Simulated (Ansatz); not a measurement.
This geometry of CH7AsSeSi (11 atoms, charge 0, multiplicity 1) is a first-order saddle point.

Theory: Ansatz 0.2.0, RKS PBE0-D4/def2-SVP.

```xyz
11
Properties=species:S:1:pos:R:3
C -1.285 1.269 -0.554
As -1.018 0.400 1.204
Si 1.146 -0.439 0.753
Se 1.297 -1.360 -1.354
H -1.045 0.607 -1.398
H -0.657 2.170 -0.602
H -2.337 1.578 -0.631
H -1.664 -0.930 0.826
H 1.503 -1.498 1.744
H 2.116 0.690 0.888
H 2.009 -2.546 -0.855
```

Q: Which two structures does it join? (They come from a converged band through this point; their orientation in space is the band's.)

A: No bond is made or broken. The dihedral H9–Si3–Se4–H11 goes from 61 to -78°.

Image 0:

```xyz
11
Properties=species:S:1:pos:R:3
C -1.242 1.163 -0.572
As -0.956 0.313 1.187
Si 1.281 -0.369 0.823
Se 1.725 -1.234 -1.256
H -0.805 0.579 -1.394
H -0.783 2.162 -0.552
H -2.323 1.281 -0.730
H -1.478 -1.069 0.796
H 1.666 -1.340 1.893
H 2.181 0.822 0.898
H 0.800 -2.364 -1.073
```

Image 8:

```xyz
11
Properties=species:S:1:pos:R:3
C -1.294 1.226 -0.542
As -0.988 0.448 1.250
Si 1.109 -0.543 0.793
Se 0.963 -1.819 -1.110
H -1.027 0.545 -1.361
H -0.693 2.143 -0.623
H -2.356 1.500 -0.620
H -1.719 -0.869 0.997
H 1.523 -1.365 1.971
H 2.128 0.532 0.590
H 2.419 -1.854 -1.325
```

Q: How far does it lie above each of them?

A: 0.077 eV above the first and 0.033 eV above the second. This is the barrier of this one path; another mechanism may lie lower.

The run took 7.3 min on 2 threads of Arm Neoverse V1 (shared host), peak memory 0.38 GiB.
